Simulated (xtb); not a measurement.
GeH₃, SMILES [GeH3] (connectivity only; charge and spin as stated), charge +1, multiplicity 1. All values are semi-empirical tight-binding results from xtb (GFN2-xTB unless named), good for trends rather than for accurate numbers. Geometry: GFN2-xTB. The multiplicity is an assumed one; other spin states were not compared. The isomer is the one that the SMILES or the coordinates give; other isomers of the formula were not compared.

For metal compounds this method's bond lengths and energies can be far off.

The point group as xtb finds it is D3h and the orbital gap is 3.81 eV. The zero-point energy is 10.8 kcal/mol and the G − E(el) at 298.15 K (modified RRHO) is -2.2 kcal/mol.
